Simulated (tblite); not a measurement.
Run record: tight-binding relaxation, `CC1=CSC(C(=O)Br)=C1`.

Computed with GFN2-xTB geometry optimisation, gas phase (tblite 0.8.0). Start geometry: from a force field or distance geometry. A driver script takes a list of jobs; this job's settings line and coordinates (Å) are shown.

Command:
```bash
OMP_NUM_THREADS=1 python probes_run.py task.json out
```

Input:
```
{"job": {"kind": "relax", "xc": "GFN2-xTB", "basis": "xTB"}, "charge": 0, "multiplicity": 1}
C     -1.950800    -0.113400     1.099400
C     -0.852800    -0.227300     0.060000
C     -1.070900    -0.859000    -1.118100
S      0.578900    -0.720600    -2.000700
C      1.316100     0.102700    -0.689600
C      2.696600     0.561400    -0.664200
O      3.412300     0.325400    -1.675800
Br     3.399600     1.495000     0.876800
C      0.390500     0.258900     0.289500
H     -2.683600    -0.917200     0.897700
H     -2.440700     0.869300     1.057000
H     -1.455200    -0.249500     2.082300
H     -2.001200    -1.308000    -1.462800
H      0.660600     0.781900     1.226400
```

Output:
```
step      E/eV     max force
  0    -727.78450    4.977
  1    -728.17973    5.272
  2    -728.40693    1.636
  3    -728.52802    1.152
  4    -728.60461    0.685
  5    -728.64154    0.471
  6    -728.66891    0.461
  7    -728.68769    0.437
  8    -728.70084    0.288
  9    -728.70928    0.223
... (65 lines left out)
 75    -728.72975    0.019
 76    -728.72980    0.017
 77    -728.72990    0.014
 78    -728.72995    0.014
 79    -728.73001    0.016
 80    -728.73005    0.017
 81    -728.73010    0.015
 82    -728.73012    0.032
 83    -728.73016    0.016
 84    -728.73019    0.010
```

«max force» is the largest atomic force in eV/Å.

Task: From which step on does the largest force stay under 0.1 eV/Å, and how much energy is left to gain from there?

Result: From step 21 (0.083 eV/Å), 5.5 meV above the end.

Summary of the converged run: energy lowered by 21.8 kcal/mol over 84 steps; largest atomic force 0.010 eV/Å at the end.
Labels such as C1 count atoms from 1, the log's own numbers from 0.
